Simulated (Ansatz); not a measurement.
Cost and result for the atomization energy of `C[CH]1[AlH][AlH]1` (10 atoms, 10 bonds).

```tsv
atom	x (Å)	y (Å)	z (Å)
C1	1.246	0.682	-0.310
C2	-0.028	-0.109	-0.117
Al3	-1.958	0.159	-0.301
Al4	-0.798	-1.397	1.165
H5	1.261	1.535	0.373
H6	2.146	0.095	-0.105
H7	1.341	1.088	-1.323
H8	-0.084	-1.005	-0.818
H9	-2.918	1.299	-0.869
H10	-0.209	-2.348	2.305
```

Charge 0, multiplicity 1. The structure was optimised at the PBE0-D4/def2-TZVP level. Program: Ansatz. All runs use 2 threads of an Intel Xeon Platinum 8375C on a shared host. Times are those of one run each, without the atoms' runs, and a repeat can differ threefold. Electronic energies, without spin–orbit coupling; frozen cores. CCSD(T)/CBS adds CCSD(T) − MP2 in def2-TZVPP to the MP2 limit, and its time is that of the two runs behind it. T1 = 0.013. HSE06 is the plane-wave form, built on full-range PBE exchange.

CCSD(T)/CBS is a level of theory with its own doubt, some kJ/mol a heavy atom from the limit and from the frozen cores, so smaller differences don't rank the functionals.

```tsv
level	functions	wall time
revPBE-D4/def2-TZVPP	230	3.3 s
HSE06-D4/def2-TZVPP	230	4.7 s
CCSD(T)/def2-SVP	94	4.9 s
PBE0-D4/def2-TZVPP	230	6.5 s
r2SCANh-D4/def2-TZVPP	230	7 s
r2SCAN-D4/def2-TZVPP (with forces)	230	7.5 s
PBE-QIDH/def2-TZVPP	230	9 s
ωB97X-V/def2-TZVPP	230	11 s
B97M-V/def2-TZVPP	230	13 s
ωB97M-V/def2-TZVPP (with forces)	230	16 s
MP2/def2-QZVPP	434	35 s
CCSD(T)/def2-TZVPP	230	68 s
CCSD(T)/CBS(def2)	–	100 s
```

Problem. What atomization energy does each give, and how far from CCSD(T)/CBS? (Estimate.)

Solution. Ansatz gave: 
```csv
level,atomization (kcal/mol),difference from CCSD(T)/CBS,per bond
revPBE-D4/def2-TZVPP,751.8,-6.7,-0.7
HSE06-D4/def2-TZVPP,760.4,1.9,0.2
CCSD(T)/def2-SVP,721.2,-37.3,-3.7
PBE0-D4/def2-TZVPP,759.9,1.4,0.1
r2SCANh-D4/def2-TZVPP,760.0,1.5,0.2
r2SCAN-D4/def2-TZVPP (with forces),763.6,5.1,0.5
PBE-QIDH/def2-TZVPP,755.8,-2.7,-0.3
ωB97X-V/def2-TZVPP,760.1,1.6,0.2
B97M-V/def2-TZVPP,770.8,12.3,1.2
ωB97M-V/def2-TZVPP (with forces),758.7,0.2,0.0
MP2/def2-QZVPP,756.8,-1.7,-0.2
CCSD(T)/def2-TZVPP,740.1,-18.4,-1.8
CCSD(T)/CBS(def2),758.5,0.0,0.0
```

In def2-TZVPP, CCSD(T) changes the Hartree–Fock value by +181.6 kcal/mol (the triples alone add +11.2 kcal/mol) and MP2 by +187.4 kcal/mol; breaking electron pairs costs correlation energy, which Hartree–Fock lacks. At CCSD(T), def2-SVP lies −37.3 kcal/mol from the extrapolated value and def2-TZVPP −18.4 kcal/mol: correlation converges slowly with the basis, and small sets miss more of it in the bonded molecule than in its fragments. From BLYP to BHLYP (50 % exact exchange), in def2-TZVPP and without D4, the atomization energy moves by −6.2 kcal/mol: exact exchange takes away binding that semilocal exchange gives to molecules.
